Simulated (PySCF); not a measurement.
Ge(F)(Cl)(OH)2 (ClFGeH₂O₂), SMILES [OH][Ge]([OH])([F])[Cl]. Geometry: B3LYP-D3(BJ)/def2-SVP. The structure was generated by enumeration, and PubChem lists no compound with its InChIKey, so it may never have been made. One conformer was computed; it need not be the lowest.

Level of theory: B3LYP-D3(BJ)/def2-SVP (PySCF 2.14.0).

Harmonic wavenumbers (cm⁻¹): 114, 132, 189, 206, 249, 253, 274, 444, 707, 747, 768, 899, 918, 3822, 3831. Rotational constants (GHz): 3.482, 2.105, 2.055; symmetry number 1.

Work out the zero-point energy and the ideal-gas rigid-rotor harmonic-oscillator thermochemistry at 298.15 K and 1 atm.

ZPE = ½ Σ hcν = ½ × 13552 cm⁻¹ = 81.06 kJ/mol. H − E(el) = 103.07 kJ/mol. Entropy in J/(mol K): translation 172.13, rotation 114.89, vibration 72.50, total 359.52. G − E(el) = -4.12 kJ/mol. Cp = 106.08 J/(mol K). Modes under 150 cm⁻¹ make the vibrational entropy uncertain.
